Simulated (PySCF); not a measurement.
C3H4FNOSi.
Atom-mapped SMILES: `[CH2:1]=[CH:2][O:3][Si@@H:4]([F:5])[C:6]#[N:7]` (hydrogens: H8, H9 on C1; H10 on C2; H11 on Si4)

Structure used (PBE0-D3(BJ)/def2-SVP), in Å, numbered top down from 1:
```xyz
11
C3H4FNOSi angstrom
C      1.6627    0.3068    0.5667
C      1.3805   -0.4880   -0.4646
O      0.1597   -0.6728   -1.0264
Si    -1.3041    0.0008   -0.7048
F     -2.3541   -0.7192   -1.6803
C     -1.8037   -0.4122    1.0298
N     -2.1024   -0.6403    2.1262
H      2.6901    0.3653    0.9276
H      0.9066    0.9007    1.0883
H      2.1443   -1.0878   -0.9677
H     -1.3414    1.4606   -0.9101
```

The calculation used PySCF, PBE0-D3(BJ)/def2-SVP geometry optimisation, gas phase.

Masses are those of the commonest isotopes; rigid-rotor values at the optimised geometry. The values belong to one conformer with, in the numbering `[CH2:1]=[CH:2][O:3][Si@@H:4]([F:5])[C:6]#[N:7]`, C1–C2–O3–Si4 2°, C2–O3–Si4–F5 -177°.

**Question.** What are A, B and C (MHz)?

**Answer.** Ia = 183.30, Ib = 277.35, Ic = 425.82 u·Å²; 505379 MHz·u·Å²/I gives A = 2757, B = 1822, C = 1187 MHz.

**Question.** What kind of rotor is it?

**Answer.** An asymmetric top: κ = (2 × 1822 − 2757 − 1187)/(2757 − 1187) = -0.19.

**Question.** What does the inertial defect say?

**Answer.** Not planar: Δ = Ic − Ia − Ib = -34.83 u·Å². For a rigid frame Δ = −2 Σ m c², so Σ m c² = 17.42 u·Å² lies off the ab plane: 5.64 from hydrogen and 11.78 from heavier atoms. The atom farthest from that plane is 1.87 Å away.

**Question.** Give the other two planar moments, Paa and Pbb, and the rms extents of the mass along the axes.

**Answer.** Paa = Σ m a² = (Ib + Ic − Ia)/2 = 259.94 and Pbb = Σ m b² = (Ia + Ic − Ib)/2 = 165.89 u·Å². With the mass M = 117.00 u, the rms extents √(P/M) along a, b and c are 1.49, 1.19, 0.39 Å.

**Question.** List the rotational levels J(Ka,Kc) to J = 4 (K).

**Answer.** Above 0(0,0), as E/k:
J = 1: 1(0,1) 0.144, 1(1,1) 0.189, 1(1,0) 0.220
J = 2: 2(0,2) 0.422, 2(1,2) 0.448, 2(1,1) 0.539, 2(2,1) 0.674, 2(2,0) 0.685
J = 3: 3(0,3) 0.818, 3(1,3) 0.829, 3(1,2) 1.009, 3(2,2) 1.107, 3(2,1) 1.155, 3(3,1) 1.414, 3(3,0) 1.416
J = 4: 4(0,4) 1.326, 4(1,4) 1.329, 4(1,3) 1.617, 4(2,3) 1.676, 4(2,2) 1.794, 4(3,2) 2.007, 4(3,1) 2.025, 4(4,1) 2.415, 4(4,0) 2.415

**Question.** Which types of transition are allowed, and where do some lines up to J = 2 fall?

**Answer.** The dipole components are |μa| = 2.19 D, |μb| = 1.46 D, |μc| = 1.42 D. Intensities carry the squares of the components, which stand as 1.00 : 0.44 : 0.42 (a : b : c). Some of the stronger lines:

```tsv
type	branch	J(Ka,Kc)	MHz	lower level (cm⁻¹)
c	Q	2(1,2) ← 2(0,2)	531	0.293
a	Q	1(1,0) ← 1(1,1)	635	0.132
c	Q	1(1,1) ← 1(0,1)	935	0.100
b	Q	1(1,0) ← 1(0,1)	1570	0.100
a	Q	2(1,1) ← 2(1,2)	1906	0.311
b	Q	2(1,1) ← 2(0,2)	2437	0.293
c	Q	2(2,1) ← 2(1,1)	2805	0.375
a	R	1(0,1) ← 0(0,0)	3009	0.000
b	Q	2(2,0) ← 2(1,1)	3036	0.375
b	R	1(1,1) ← 0(0,0)	3944	0.000
c	R	1(1,0) ← 0(0,0)	4579	0.000
b	Q	2(2,1) ← 2(1,2)	4711	0.311
b	R	2(0,2) ← 1(1,1)	4852	0.132
a	R	2(1,2) ← 1(1,1)	5383	0.132
a	R	2(0,2) ← 1(0,1)	5787	0.100
b	R	2(1,2) ← 1(0,1)	6318	0.100
a	R	2(1,1) ← 1(1,0)	6653	0.153
c	R	2(1,1) ← 1(0,1)	8224	0.100
b	R	2(2,1) ← 1(1,0)	9458	0.153
c	R	2(2,0) ← 1(1,0)	9689	0.153
c	R	2(2,1) ← 1(1,1)	10093	0.132
b	R	2(2,0) ← 1(1,1)	10324	0.132
```

**Question.** Estimate the classical rotational partition function at 25 K, 100 K and 298.15 K.

**Answer.** Point group C1, symmetry number σ = 1; q = (√π/σ)·√((kT/h)³/(ABC)), k/h = 20836.6 MHz/K: 8630 at 25 K, 69000 at 100 K, 355000 at 298.15 K.

No PBE0-D3(BJ)/def2-SVP frequencies stand behind this structure, so it isn't proved a minimum. Constants of a rigid frame at the computed geometry: no zero-point averaging, no centrifugal distortion. Quadrupole hyperfine structure (14N) is left out.

Run on one thread of an Arm Neoverse V1, shared host with 32 logical CPUs at a one-minute load of 31. That covers the optimisation of the geometry.
